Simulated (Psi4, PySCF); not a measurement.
PySCF was given this input:
```python
from pyscf import gto, scf, dft

mol = gto.M(
    atom='''
Zn    0.17759845   -0.49094132    0.13229608
C     1.32147960    0.97021973   -1.47352980
H     2.31271718    0.65165162   -1.82828766
H     1.45764629    1.96698810   -1.03361241
H     0.70453769    1.11057171   -2.37174891
C    -1.85600265    0.51046515    1.07390291
H    -2.76985616   -0.08881283    0.94903778
H    -2.04018173    1.46487311    0.56600317
H    -1.78567864    0.73885854    2.14748685
''',
    basis='def2-svp',
    charge=-1,
    spin=1,
    verbose=3,
)

mf = dft.UKS(mol)
mf.xc = 'camb3lyp'
mf.grids.atom_grid = (99, 590)
mf.grids.prune = None
mf.kernel()
```

Give the equivalent Psi4 input.

Several could match; the one computed here: 
```
memory 2 GB

molecule {
-1 2
  Zn    0.17759845   -0.49094132    0.13229608
  C     1.32147960    0.97021973   -1.47352980
  H     2.31271718    0.65165162   -1.82828766
  H     1.45764629    1.96698810   -1.03361241
  H     0.70453769    1.11057171   -2.37174891
  C    -1.85600265    0.51046515    1.07390291
  H    -2.76985616   -0.08881283    0.94903778
  H    -2.04018173    1.46487311    0.56600317
  H    -1.78567864    0.73885854    2.14748685
}

set basis def2-svp
set reference uks
set scf_type pk
set puream true
set d_convergence 1e-8
set dft_radial_points 99
set dft_spherical_points 590

energy('cam-b3lyp')
print_variables()
```

Both were run: PySCF gave -1858.870968 Eh and Psi4 -1858.870967 Eh, 0.001 mEh apart.
